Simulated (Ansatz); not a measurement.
**Two structures, one formula**

The two ends of one reaction step of SnH6SeO, singlet (PBE0-D4/def2-TZVP).

A:

Sn1  (-0.534, -0.533, -1.077)
O2  (0.052, 1.841, 1.107)
H3  (-0.786, -1.827, -2.168)
H4  (-1.718, -0.585, 0.142)
H5  (-0.450, 0.943, -1.906)
H6  (0.767, 1.201, 1.220)
Se7  (1.770, -0.881, -0.031)
H8  (-0.403, 1.867, 1.952)
H9  (1.302, -2.025, 0.761)
(Å)

B:

```
9
angstrom
Sn -1.1609 0.1630 -0.7535
O -0.3163 0.9920 0.8378
H -1.0671 -1.5288 -0.5733
H -2.7856 0.6977 -0.7559
H -0.2691 0.7568 -2.0682
H 1.6056 0.1760 0.8282
Se 2.6687 -0.5819 0.1396
H -0.9330 1.1555 1.5545
H 2.2577 -1.8303 0.7909
```

Computed with Ansatz 0.2.0 (basis: def2-TZVPP); correlated methods freeze the cores. Filled d shells of the heavier atoms are correlated. Core potentials replace the inner electrons of the atoms past krypton. The def2 sets are not built for correlating such inner shells, so the correlated values are less sure here. B3LYP uses VWN-RPA correlation.

Q: Which structure is lower at CCSD(T), and by how much? (To be estimated.)

A: The calculation gives: A, by 15.16 kcal/mol (electronic energy, against the other). By their contacts, A is a complex of SnH₄Se ([SeH][SnH3]) + H₂O and B is a complex of SnH₄O ([OH][SnH3]) + H₂Se.

All methods give the same order:

```
      method  E(B) − E(A) (kcal/mol)
       SPW92                   16.36
      PBE-D4                   16.39
     BLYP-D4                   14.33
   r2SCAN-D4                   15.74
      B97M-V                   13.53
     PBE0-D4                   17.60
    B3LYP-D4                   15.45
  r2SCAN0-D4                   17.18
    BHLYP-D4                   16.47
CAM-B3LYP-D4                   14.27
     wB97X-V                   14.94
     wB97M-V                   16.01
      B2PLYP                   14.99
    PBE-QIDH                   17.25
  RPA on PBE                   13.65
          HF                   15.93
         MP2                   16.03
        CCSD                   15.31
     CCSD(T)                   15.16
```

The T1 diagnostic stays at or below 0.012.

Labels in which every atom is bracketed show which atoms are joined, not bond orders.

For scale, one of the runs: CCSD(T)/def2-TZVPP, 213 basis functions, launched by `ansatz run in.yaml --threads 4 --pin off --events-out ev --progress --plain --max-ram 9574MiB`. Time: 35 s of wall clock on 4 CPU threads of an Intel Xeon 6975P-C; the host was shared. Peak host memory: 3.8 GiB.
